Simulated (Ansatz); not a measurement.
Ideal-gas functions of `FCC(F)=C(F)F` at 800 K and 1 bar, from an Ansatz frequency run at PBE0-D4/def2-TZVP.

Molar mass 114.04 g/mol, point group C1 (symmetry number 1), electronic degeneracy 1, moments of inertia 122.696, 268.25, 363.562 u Å². Harmonic wavenumbers (cm⁻¹, unscaled): 83, 139, 221, 264, 355, 472, 521, 597, 674, 809, 977, 1057, 1176, 1280, 1320, 1362, 1421, 1482, 1858, 3071, 3136.

Use S(trans) = R[1.5 ln M + 2.5 ln T − 1.1517]; rotational temperatures θ = 24.2544 K / I; S(rot) = R[ln(√π/σ · √(T³/θAθBθC)) + 1.5]; for each mode x = 1.438777 ν̃/T, S = R[x/(eˣ − 1) − ln(1 − e⁻ˣ)] and H = RT x/(eˣ − 1); 1 cm⁻¹ = 0.0119627 kJ/mol; R = 8.31446 J/(mol·K).

Q: By hand: the entropy, in J/(mol·K).

A: Translation 188.4. Rotation: θ = 0.1977, 0.0904, 0.0667 K, giving 128.6. Vibration, mode by mode: 24.14, 19.86, 16.04, 14.59, 12.18, 9.92, 9.15, 8.11, 7.21, 5.89, 4.62, 4.12, 3.48, 3.00, 2.84, 2.68, 2.46, 2.26, 1.32, 0.22, 0.20, in all 154.3. Electronic 0.0. Sum 471.3 J/(mol·K).

Q: By hand: H − E and G − E in kJ/mol, counted from the electronic energy.

A: Zero-point energy ½ × 22275 × 0.0119627 = 133.2; thermal vibration 61.0; translation, rotation and pV give 4 RT = 26.6. H − E = 220.8 kJ/mol, and G − E = 220.8 − 800 × 471.3/1000 = -156.2 kJ/mol.

Vibration gives 33 % of the entropy, 44.0 J/(mol·K) of it from the modes under 150 cm⁻¹: soft modes count most, and the harmonic formula is weakest for them. The sum counts one conformer and one mirror image; others add a mixing term.
